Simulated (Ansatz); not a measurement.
`O=C=[N][Zr]([F])([F])[F]`, relaxed with RKS PBE0-D4/def2-TZVP in the Gaussian-basis code of Ansatz from a GFN2-xTB geometry. The force threshold is 0.005 eV/Å; the program also tests the step.

Charge 0, multiplicity 1. Zr takes the def2 core potential.

Start:

```xyz
7

O    -1.421   -2.114    1.844
C    -1.082   -1.172    1.263
N    -0.771   -0.169    0.685
Zr    0.499    0.688   -0.631
F    -0.391    1.562   -2.003
F     1.646    1.872    0.215
F     1.520   -0.667   -1.373
```

Problem. How much energy does the relaxation release, and in how many steps? (An estimate is asked.)

Solution. The calculation gave: 0.14 eV, in 8 steps.

Problem. Which bonds change most? (Best estimate.)

Solution. The calculation gave: Zr4–F7 from 1.852 to 1.892 Å; Zr4–F6 from 1.853 to 1.892 Å; Zr4–F5 from 1.854 to 1.892 Å; N3–Zr4 from 2.019 to 2.026 Å.

Problem. Give the relaxed structure. (An estimate is asked.)

Solution. Ansatz gave: 
```xyz
7

O    -1.773   -1.862    2.047
C    -1.146   -1.204    1.324
N    -0.497   -0.521    0.574
Zr    0.596    0.626   -0.688
F    -0.556    1.527   -1.890
F     1.586    1.899    0.301
F     1.790   -0.466   -1.670
```
